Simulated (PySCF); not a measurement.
# Ions at one geometry of [Yb(H2O)]2+

PySCF 2.14.0, RKS PBE0, Yb def2-SVP with ECP28, O def2-SVP, H def2-SVP; non-relativistic Hamiltonian with scalar-relativistic core potentials where named; density fitting; no spin-orbit coupling; singlets restricted, open shells unrestricted. The geometry is relaxed for charge +2, singlet, vacuum:

```xyz
4

Yb    0.0000    0.0000   -0.0386
O     0.0000    0.0000    2.2323
H     0.7681    0.0000    2.8370
H    -0.7681    0.0000    2.8370
```

Energies count from the relaxed state; an electron taken off or put on is at rest in vacuum. Charges and spins are Mulliken's.

| state | energy (eV) | spin squared | charge on Yb1 (e) | spin on Yb1 (e) | dipole about the centre of mass (D) |
| --- | --- | --- | --- | --- | --- |
| charge +2, singlet, vacuum | 0.00 | 0.00 | 1.77 | 0.00 | 2.39 |
| charge +3, doublet, vacuum | 23.02 | 0.75 | 2.60 | 0.97 | 3.16 |

Question: What does the state charge +1, doublet, vacuum give?

Answer: energy (eV) -10.57, spin squared 0.75, charge on Yb1 (e) 0.81, spin on Yb1 (e) 0.99, dipole about the centre of mass (D) 3.71.

With an electron taken off (doublet) the charges change, summed by element, by Yb +0.83 e, O +0.04 e, H +0.13 e. The vertical ionisation energy is 23.02 eV, against −ε(HOMO) = 18.61 eV of the relaxed state. The level lies 4.4 eV too high, as is usual for semilocal functionals and global hybrids, which keep a self-interaction error.

With an electron put on (doublet) the charges change, summed by element, by Yb -0.95 e, O +0.03 e, H -0.08 e. The vertical electron affinity is 10.57 eV, against −ε(LUMO) = 12.28 eV of the relaxed state.

Open shells may have lower solutions than those found.
